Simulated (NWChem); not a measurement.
System: C$_{2}$H$_{5}$ClSi; SMILES C=C([SiH3])Cl

Output (shortened):

```
             Northwest Computational Chemistry Package (NWChem) 7.3.0
             --------------------------------------------------------

                             Geometry "geometry" -> ""
                             -------------------------

 Output coordinates in angstroms (scale by  1.889725989 to convert to a.u.)

  No.       Tag          Charge          X              Y              Z
 ---- ---------------- ---------- -------------- -------------- --------------
    1 C                    6.0000     1.80176400     0.29651600     0.00000000
    2 C                    6.0000     0.46781800     0.11492100     0.00000000
    3 Si                  14.0000    -0.43010600    -1.54747700     0.00000000
    4 Cl                  17.0000    -0.62190800     1.49946500     0.00000000
    5 H                    1.0000     2.47044600    -0.57872500     0.00000000
    6 H                    1.0000     2.25844400     1.29934100     0.00000000
    7 H                    1.0000    -1.29778300    -1.65033100    -1.22185600
    8 H                    1.0000     0.59373000    -2.64883000     0.00000000
    9 H                    1.0000    -1.29778300    -1.65033100     1.22185600

 Effective nuclear repulsion energy (a.u.)     193.3400144379

                                 NWChem DFT Module
                                 -----------------

 Summary of "ao basis" -> "ao basis" (spherical)
 ------------------------------------------------------------------------------
       Tag                 Description            Shells   Functions and Types
 ---------------- ------------------------------  ------  ---------------------
 C                           6-31g*                  6       14   3s2p1d
 Si                          6-31g*                  8       18   4s3p1d
 Cl                          6-31g*                  8       18   4s3p1d
 H                           6-31g*                  2        2   2s

 in cosmo_initialize ...
 calling solv_data for solv:h2o

 solvent parameters
 solvname_short: h2o
 solvname_long:  water
 dielec:       78.4000
 dielecinf:     1.7769
 aqueous SMD model solvent descriptors
 dielec:       78.4000
 sola:          0.8200

          ---------------
          -cosmo- solvent
          ---------------
 Cosmo: York-Karplus, doi: 10.1021/jp992097l
 dielectric constant -eps-     =  78.40
 screen = (eps-1)/(eps    )    =   0.98724
 surface charge correction     = lagrangian

   van der Waals surface
 --------------------------

 ---------- ATOMIC COORDINATES (A.U.) ------------ VDWR(ANG.) --
     1    3.40484026    0.56033399    0.00000000     1.850
     2    0.88404783    0.21716920    0.00000000     1.850
     3   -0.81278249   -2.92430750    0.00000000     2.470
     4   -1.17523571    2.83357798    0.00000000     2.380
     5    4.66846601   -1.09363167    0.00000000     1.200
     6    4.26784032    2.45539846    0.00000000     1.200
     7   -2.45245426   -3.11867338   -2.30897304     1.200
     8    1.12198701   -5.00556289    0.00000000     1.200
     9   -2.45245426   -3.11867338    2.30897304     1.200
 number of segments per atom =        128
 number of   points per atom =        128
 atom (   nspa,  nppa )
 ----------------------
    1 (     60,     0 )       0
    2 (     12,     0 )       0
    3 (     86,     0 )       0
    4 (     96,     0 )       0
    5 (     52,     0 )       0
    6 (     50,     0 )       0
    7 (     32,     0 )       0
    8 (     36,     0 )       0
    9 (     32,     0 )       0
 number of -cosmo- surface points =      456
 molecular surface =    141.546 angstrom**2
 molecular volume  =    128.787 angstrom**3
 -lineq- algorithm             =   0
 -bem- low  level              =   3
 -bem- from -octahedral-
 gaussian surface charge width =   4.50000
 degree of switching           =   1.00000
 switching function tolerance  =   0.00010
 atomic radii =
 --------------
    1  6.000  1.850
    2  6.000  1.850
    3 14.000  2.470
    4 17.000  2.380
    5  1.000  1.200
    6  1.000  1.200
    7  1.000  1.200
    8  1.000  1.200
    9  1.000  1.200
 ...... end of -cosmo- initialization ......

 nat:                     9
 ixmem:                  4523
 calling mnsol_interface()
 G(SMD-CDS) energy (kcal/mol)  =     3.900
 SMD-CDS SASA (angstrom**2)    =   149.703

[...]

                                COSMO-SMD solvation results
                                ---------------------------

             internal energy in gas <Psi(g)|H|Psi(g)> =      -828.464160608808
         internal energy in solvent <Psi(s)|H|Psi(s)> =      -828.463463188481
                               delta internal energy  =         0.000697420327 (    0.44 kcal/mol)
   total free energy in solvent <Psi(s)|H+V/2|Psi(s)> =      -828.467819555612
 polarization energy contribution <Psi(s)|V/2|Psi(s)> =        -0.004356367131 (   -2.73 kcal/mol)
    total free energy in solvent including G(SMD-CDS) =      -828.461604688784
                       G(SMD-CDS) energy contribution =         0.006214866827 (    3.90 kcal/mol)
     1 M fixed-concentration free energy of solvation =         0.002555920024 (    1.60 kcal/mol)

                       DFT Final Molecular Orbital Analysis
                       ------------------------------------

 Vector   22  Occ=2.000000D+00  E=-3.532752D-01
              MO Center= -8.6D-01, -7.4D-01,  1.4D-09, r^2= 3.9D+00
   Bfn.  Coefficient  Atom+Function         Bfn.  Coefficient  Atom+Function
  ----- ------------  ---------------      ----- ------------  ---------------
    55     -0.383047  4 Cl pz                37      0.348613  3 Si pz
    70     -0.234203  7 H  s                 74      0.234203  9 H  s
    69     -0.204826  7 H  s                 73      0.204826  9 H  s
    59     -0.199394  4 Cl pz                51      0.149523  4 Cl pz
    33     -0.142398  3 Si pz                19     -0.081977  2 C  pz

 Vector   23  Occ=2.000000D+00  E=-3.163494D-01
              MO Center= -2.7D-01,  7.3D-01, -1.9D-09, r^2= 3.1D+00
   Bfn.  Coefficient  Atom+Function         Bfn.  Coefficient  Atom+Function
  ----- ------------  ---------------      ----- ------------  ---------------
    54      0.464825  4 Cl py                53      0.397514  4 Cl px
    58      0.257786  4 Cl py                36      0.241260  3 Si py
    57      0.235645  4 Cl px                18     -0.201840  2 C  py
    50     -0.180201  4 Cl py                49     -0.154635  4 Cl px
    17     -0.147492  2 C  px                20      0.146444  2 C  s

 Vector   24  Occ=2.000000D+00  E=-2.765523D-01
              MO Center=  6.0D-01,  5.2D-01, -6.5D-10, r^2= 2.9D+00
   Bfn.  Coefficient  Atom+Function         Bfn.  Coefficient  Atom+Function
  ----- ------------  ---------------      ----- ------------  ---------------
    55      0.421327  4 Cl pz                 5     -0.360352  1 C  pz
    19     -0.316235  2 C  pz                 9     -0.272313  1 C  pz
    59      0.265987  4 Cl pz                23     -0.223623  2 C  pz
    51     -0.162255  4 Cl pz                70     -0.112870  7 H  s
    74      0.112870  9 H  s                 69     -0.054716  7 H  s

 Vector   25  Occ=0.000000D+00  E=-1.600402D-02
              MO Center=  9.5D-01,  4.5D-02, -9.0D-12, r^2= 2.9D+00
   Bfn.  Coefficient  Atom+Function         Bfn.  Coefficient  Atom+Function
  ----- ------------  ---------------      ----- ------------  ---------------
     9      0.589654  1 C  pz                23     -0.521286  2 C  pz
     5      0.415742  1 C  pz                19     -0.363695  2 C  pz
    70     -0.276022  7 H  s                 74      0.276022  9 H  s
    41     -0.237720  3 Si pz                59      0.169370  4 Cl pz
    37     -0.152431  3 Si pz                55      0.132691  4 Cl pz

 Vector   26  Occ=0.000000D+00  E= 2.222513D-02
              MO Center= -2.6D-01, -1.4D-01, -4.1D-10, r^2= 5.1D+00
   Bfn.  Coefficient  Atom+Function         Bfn.  Coefficient  Atom+Function
  ----- ------------  ---------------      ----- ------------  ---------------
    20      1.182370  2 C  s                 40     -0.562035  3 Si py
    58      0.544621  4 Cl py                21     -0.518721  2 C  px
    39     -0.479573  3 Si px                56     -0.467894  4 Cl s
    57     -0.409283  4 Cl px                54      0.304646  4 Cl py
    17     -0.241590  2 C  px                22      0.236280  2 C  py

 Vector   27  Occ=0.000000D+00  E= 4.565937D-02
              MO Center= -3.1D-01, -1.0D+00,  5.9D-10, r^2= 5.5D+00
   Bfn.  Coefficient  Atom+Function         Bfn.  Coefficient  Atom+Function
  ----- ------------  ---------------      ----- ------------  ---------------
    40      1.095974  3 Si py                72      0.612335  8 H  s
    22      0.584233  2 C  py                56     -0.423193  4 Cl s
    58      0.404616  4 Cl py                66      0.341065  5 H  s
    20     -0.305504  2 C  s                 18      0.298432  2 C  py
    36      0.291672  3 Si py                68     -0.270025  6 H  s

     Multipole analysis of the density
     ---------------------------------

     L   x y z        total         alpha         beta         nuclear
     -   - - -        -----         -----         ----         -------
     0   0 0 0     -0.000000    -24.000000    -24.000000     48.000000

     1   1 0 0      0.746512      0.608880      0.608880     -0.471249
     1   0 1 0     -0.478202     -1.246300     -1.246300      2.014397
     1   0 0 1      0.000000      0.000000      0.000000      0.000000

     2   2 0 0    -26.490944    -93.381711    -93.381711    160.272479
     2   1 1 0      0.736423     -1.790188     -1.790188      4.316800
     2   1 0 1     -0.000000     -0.000000     -0.000000      0.000000
     2   0 2 0    -29.265263   -169.691417   -169.691417    310.117571
     2   0 1 1     -0.000000     -0.000000     -0.000000      0.000000
     2   0 0 2    -30.657330    -20.660022    -20.660022     10.662713
```

Level: PBE0/6-31G* (spherical d), SMD on the gas-phase geometry. Structure relaxed at the PBE-D3(BJ)/def2-SVP level. Solvent: water.

### Question
Which NWChem input produces such a log?

### Answer
This is not unique; one that fits is the input that was run:
```
start job
memory heap 200 mb stack 900 mb global 1100 mb
geometry units angstroms noautosym nocenter noautoz
  C      1.801764     0.296516     0.000000
  C      0.467818     0.114921     0.000000
  Si    -0.430106    -1.547477     0.000000
  Cl    -0.621908     1.499465     0.000000
  H      2.470446    -0.578725     0.000000
  H      2.258444     1.299341     0.000000
  H     -1.297783    -1.650331    -1.221856
  H      0.593730    -2.648830     0.000000
  H     -1.297783    -1.650331     1.221856
end
basis spherical
  C library 6-31g*
  Si library 6-31g*
  Cl library 6-31g*
  H library 6-31g*
end
dft
  xc pbe0
  iterations 150
end
cosmo
  do_cosmo_smd true
  solvent water
end
task dft energy
```
